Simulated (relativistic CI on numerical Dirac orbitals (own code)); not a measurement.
# How well does a small relativistic CI reproduce Mo⁴⁺?

Computed by Dirac-Coulomb-Breit CI, orbitals from a KLI potential per configuration, model QED (radiative potential, 1s self-energy scaled to tabulated hydrogen-like ionisation energies), valence Slater integrals scaled by 0.85, configuration energies shifted to the measured levels that pair with them (semi-empirical) (own radial code, finite nucleus).

Configuration list (outside the closed core [Ar] 3d10): 4s2.4p6.4d2, 4s2.4p6.4d.5s, 4s2.4p6.4d.5p, 4s2.4p6.4d.5d, 4s2.4p6.4d.4f, 4s2.4p6.5s.5p, 4s2.4p5.4d3, 4s2.4p6.5s2, 4s2.4p6.4f2, 4s2.4p6.4d.6s, 4s2.4p6.4d.6p, 4s2.4p4.4d4, 4s2.4p6.4d.5f, 4s2.4p6.4d.6d, 4s2.4p6.4d.5g, 4s2.4p6.5p2, 4s2.4p6.4d.6f, 4s2.4p5.4d2.4f, 4s2.4p6.5s.5d, 4s.4p6.4d3, 4s2.4p6.4f.5s, 4s2.4p6.5p.5d, 4s2.4p6.4f.5p, 4s2.4p5.4d2.5s, 4s2.4p5.4d2.5p. Levels of other configurations are missing.

| Configuration | Term (tabulated) | J | Measured (cm⁻¹) | Computed | Error | Purity (%) |
| --- | --- | --- | --- | --- | --- | --- |
| 4s2.4p6.4d2 | 3F | 2 | 0.0 | 0 | 0 | 96 |
| 4s2.4p6.4d2 | 3F | 3 | 1577.9 | 1522 | -56 | 98 |
| 4s2.4p6.4d2 | 3F | 4 | 3357.3 | 3238 | -119 | 98 |
| 4s2.4p6.4d2 | 1D | 2 | 10190.3 | 9682 | -509 | 74 |
| 4s2.4p6.4d2 | 3P | 0 | 11161.5 | 10519 | -643 | 97 |
| 4s2.4p6.4d2 | 3P | 1 | 11806.9 | 11143 | -664 | 98 |
| 4s2.4p6.4d2 | 3P | 2 | 13408.2 | 12704 | -704 | 75 |
| 4s2.4p6.4d2 | 1G | 4 | 16353.9 | 16201 | -153 | 97 |
| 4s2.4p6.4d2 | 1S | 0 | 37738.3 | 35209 | -2530 | 97 |
| 4s2.4p6.4d.5s | 3D | 1 | 92381.0 | 92454 | 73 | 99 |
| 4s2.4p6.4d.5s | 3D | 2 | 93111.9 | 93157 | 45 | 95 |
| 4s2.4p6.4d.5s | 3D | 3 | 94835.8 | 94791 | -45 | 99 |
| 4s2.4p6.4d.5s | 1D | 2 | 99381.1 | 99294 | -87 | 95 |
| 4s2.4p6.4d.5p | 1D° | 2 | 146976.9 | 147297 | 320 | 60 |
| 4s2.4p6.4d.5p | 3D° | 1 | 148949.2 | 148822 | -127 | 94 |
| 4s2.4p6.4d.5p | 3D° | 2 | 150346.4 | 150267 | -80 | 72 |
| 4s2.4p6.4d.5p | 3F° | 2 | 151214.0 | 151282 | 68 | 57 |
| 4s2.4p6.4d.5p | 3P° | 1 | 156617.1 | 156705 | 88 | 86 |
| 4s2.4p6.4d.5p | 3P° | 0 | 157059.7 | 157139 | 80 | 99 |
| 4s2.4p6.4d.5p | 3P° | 2 | 157852.2 | 157852 | 0 | 94 |
| 4s2.4p6.4d.5p | 1F° | 3 | 159857.3 | 159643 | -215 | 95 |
| 4s2.4p6.4d.5p | 1P° | 1 | 162257.7 | 162174 | -83 | 85 |
| 4s2.4p6.4d.5d | 1F | 3 | 232561.5 | 232624 | 63 | 81 |
| 4s2.4p6.4d.5d | 3D | 1 | 233190.7 | 233229 | 38 | 82 |
| 4s2.4p6.4d.5d | 3D | 2 | 234253.2 | 234239 | -14 | 97 |
| 4s2.4p6.4d.5d | 3G | 3 | 234491.3 | 234572 | 81 | 83 |
| 4s2.4p6.4d.5d | 3G | 4 | 235496.4 | 235559 | 62 | 97 |
| 4s2.4p6.4d.5d | 3D | 3 | 235635.8 | 235565 | -71 | 79 |
| 4s2.4p6.4d.5d | 1P | 1 | 236002.8 | 236003 | 0 | 75 |
| 4s2.4p6.4d.5d | 3G | 5 | 237205.0 | 237192 | -13 | 100 |
| 4s2.4p6.4d.4f | 1G° | 4 | 237483.3 | 237473 | -10 | 87 |
| 4s2.4p6.4d.5d | 3F | 2 | 237760.0 | 237853 | 93 | 93 |
| 4s2.4p6.4d.5d | 3F | 3 | 239069.3 | 239102 | 33 | 96 |
| 4s2.4p6.4d.5d | 3S | 1 | 239189.6 | 239166 | -23 | 89 |
| 4s2.4p6.4d.4f | 3F° | 2 | 239393.5 | 239442 | 48 | 87 |
| 4s2.4p6.4d.4f | 3H° | 4 | 239950.4 | 239941 | -10 | 88 |
| 4s2.4p6.4d.4f | 3F° | 3 | 240004.7 | 239938 | -67 | 93 |
| 4s2.4p6.4d.5d | 3F | 4 | 240110.1 | 240116 | 6 | 96 |
| 4s2.4p6.4d.4f | 3H° | 5 | 240726.6 | 240669 | -58 | 97 |
| 4s2.4p6.4d.4f | 1D° | 2 | 241752.0 | 242241 | 489 | 85 |
| 4s2.4p6.4d.5d | 1D | 2 | 241965.9 | 241943 | -23 | 72 |
| 4s2.4p6.4d.5d | 3P | 0 | 242162.7 | 242208 | 45 | 96 |
| 4s2.4p6.4d.5d | 3P | 1 | 242972.3 | 242970 | -2 | 95 |
| 4s2.4p6.4d.4f | 3G° | 3 | 243408.6 | 243547 | 138 | 87 |
| 4s2.4p6.4d.5d | 3P | 2 | 243955.1 | 243907 | -48 | 77 |
| 4s2.4p6.4d.5d | 1G | 4 | 244170.6 | 244097 | -74 | 96 |
| 4s2.4p6.4d.4f | 3G° | 4 | 244627.7 | 244719 | 91 | 88 |
| 4s2.4p6.4d.4f | 3G° | 5 | 245601.3 | 245679 | 78 | 90 |
| 4s2.4p6.5s.5p | 3P° | 0 | 246619.0 | 246598 | -21 | 75 |
| 4s2.4p6.4d.4f | 3D° | 2 | 247091.5 | 247157 | 66 | 58 |
| 4s2.4p6.4d.4f | 3D° | 3 | 247688.3 | 247689 | 1 | 86 |
| 4s2.4p6.4d.4f | 1F° | 3 | 250992.0 | 250853 | -139 | 86 |
| 4s2.4p6.4d.4f | 3P° | 0 | 252464.3 | 252075 | -390 | 72 |

Measured levels from Sugar and Musgrove, J. Phys. Chem. Ref. Data 17, 155 (1988); pairs were made by configuration, J and term (by order where the table uses no LS term), so strongly mixed levels may be paired wrongly.

Mean error by configuration (cm⁻¹): 4s2.4p6.4d2 -672; 4s2.4p6.4d.5s -4; 4s2.4p6.4d.5p 6; 4s2.4p6.4d.5d 9; 4s2.4p6.4d.4f 18; 4s2.4p6.5s.5p -21. Over the excited levels the mean absolute error is 173 cm⁻¹ (52 of the 55 excited levels that our extract of the source holds in range could be paired, and the others can miss by more), and the median relative error of those above 1,000 cm⁻¹ is 0.036 %, both after the shifts were fitted to these levels, so that a configuration with one level shows no error.

Configurations whose levels could be paired with our table of measured levels were shifted onto them, all but the ground configuration, by the median error of their levels; single terms can still be off by 1,000 to 2,000 cm⁻¹ or more, and rates follow the energies as ν³ (E1, M1) or ν⁵ (E2). The others borrow a shift and can be off by several thousand cm⁻¹ or more. 52 of the 55 excited levels that our extract of the measured tables holds in this range could be paired (the sources list more); they are missed by 173 cm⁻¹ on average and 2530 at most, after the shifts were fitted to these levels, and levels without a partner can miss by more.

Shifts applied (cm⁻¹): 4s2.4p6.4d2 0; 4s2.4p6.4d.5s -15517; 4s2.4p6.4d.5p -16570; 4s2.4p6.4d.5d -15026; 4s2.4p6.4d.4f -22310; 4s2.4p6.5s.5p -18670.
